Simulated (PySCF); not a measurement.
## Telling isomers of C₇H₁₃B apart by NMR

Method: shieldings: GIAO PBE0/pcSseg-1, geometry from PBE0-D3(BJ)/def2-SVP, in PySCF 2.14 (one averaged value for each set of equivalent atoms, single conformer, non-relativistic Hamiltonian, isolated molecule).

Shifts are taken against calculated references (same method and geometry level): $^{1}$H, $^{13}$C against TMS. Where no couplings were computed, multiplicities follow the n + 1 count of equivalent neighbours, and m marks all less simple cases (inequivalent or close neighbours, rings, F or P nearby). Couplings to H on boron are left out. Carbons bonded to boron are broad in practice. Shifts are as computed. Against solution values, carbons near 30 ppm lie about +2 ppm off and those near 130 ppm about +5 ppm. Of 1211 compounds with measured shifts, 218 miss one by over three times the rms of a fit or turn the order of signals round; such compounds aren't used in these exercises.

(1) Tabulate the signals of `C=CC(=C)CB(C)C`, `B[C@@H]1CCCC(=C)C1`, `C=C[C@H]1BCCCC1` and their relative energies.

(2) What is the quickest way to tell C=CC(=C)CB(C)C from B[C@@H]1CCCC(=C)C1?

(3) What is the quickest way to tell C=CC(=C)CB(C)C from C=C[C@H]1BCCCC1?

(4) What is the quickest way to tell B[C@@H]1CCCC(=C)C1 from C=C[C@H]1BCCCC1?

Answers

(1) 
| SMILES | carbon types | δC | δH | E rel. (kcal/mol) |
| --- | --- | --- | --- | --- |
| C=CC(=C)CB(C)C | 1×C 1×CH 3×CH2 2×CH3 | 155.5, 149.7, 124.7, 120.3, 39.2, 14.5 | 6.60 (m, 1H), 5.32 (m, 1H), 5.18 (m, 1H), 5.18 (m, 1H), 4.75 (m, 1H), 2.16 (s, 2H), 0.83 (s, 6H) | 1.4 |
| B[C@@H]1CCCC(=C)C1 | 1×C 1×CH 5×CH2 | 157.1, 114.6, 42.2, 41.7, 38.1, 31.9, 18.6 | 7.38 (br, 2H), 4.99 (m, 1H), 4.99 (m, 1H), 2.35 (m, 1H), 2.21 (m, 1H), 2.20 (m, 1H), 2.03 (m, 1H), 1.89 (m, 1H), 1.88 (m, 1H), 1.42 (m, 1H), 1.21 (m, 1H), 0.57 (m, 1H) | 8.5 |
| C=C[C@H]1BCCCC1 | 2×CH 5×CH2 | 152.3, 118.9, 53.7, 32.4, 29.4, 29.0, 24.8 | 7.32 (br, 1H), 6.07 (m, 1H), 5.22 (m, 1H), 5.19 (m, 1H), 2.09 (m, 1H), 1.81 (m, 1H), 1.79 (m, 1H), 1.74 (m, 1H), 1.39 (m, 1H), 1.36 (m, 1H), 1.33 (m, 1H), 1.30 (m, 1H), 0.81 (m, 1H) | 0.0 |

Energies are electronic energies at PBE0/pcSseg-1 on these geometries, without zero-point or thermal terms, each for the one conformer computed, which needn't be the lowest.

(2) Count the carbon signals: 6 against 7. The first has an alkene CH at 149.7 ppm, the second an sp3 CH bonded to B at 41.7 ppm. Their most deshielded carbons lie at 155.5 and 157.1 ppm. In the proton spectra the most deshielded non-exchanging signals are 6.60 (m, 1H) and 7.38 (br, 2H).

(3) Count the carbon signals: 6 against 7. The first has a fully substituted alkene carbon (C) at 155.5 ppm, the second an allylic sp3 CH bonded to B at 53.7 ppm. Their most deshielded carbons lie at 155.5 and 152.3 ppm. In the proton spectra the most deshielded non-exchanging signals are 6.60 (m, 1H) and 7.32 (br, 1H).

(4) Both give the same number of carbon signals, but DEPT or the intensities differ. The first has a fully substituted alkene carbon (C) at 157.1 ppm, the second an alkene CH at 152.3 ppm.
